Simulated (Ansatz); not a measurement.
## Worked example: C2HBrF2 + C4H10 → C2H2F2 + C4H9Br

Gas-phase species: C2HBrF2 `F/C=C(\F)Br`, singlet; C4H10 (isobutane) `CC(C)C`, singlet; C2H2F2 (1,2-difluoroethene) `F/C=C/F`, singlet; C4H9Br (2-bromo-2-methylpropane) `CC(C)(C)Br`, singlet. The partners trade Br for H; both sit on C, so the bond types are kept.

Shapes, held fixed at every level: PBE0-D4/def2-TZVP. Programs: Ansatz 0.2.0. Electronic energies: no zero-point or thermal term.

At CCSD(T)/def2-TZVPP; 1 Eh = 2625.50 kJ/mol:

| species | energy (Eh) |
| --- | --- |
| C2HBrF2 | -2848.806064 |
| C4H10 | -158.158425 |
| C2H2F2 | -276.702119 |
| C4H9Br | -2730.275173 |

Task: Work out ΔE of the reaction at this level.

Result: 
1. Products less reactants: (-276.702119) + (-2730.275173) − [(-2848.806064) + (-158.158425)] = -0.012803 Eh = -33.6 kJ/mol.

Other levels give -35.2 (HF/def2-TZVPP) to -25.7 kJ/mol (r2SCAN-D4/def2-TZVPP). No measured value is set beside it here. Relativity is left out for Br. Outer-core shells of Br are correlated, in sets that cover them unevenly.
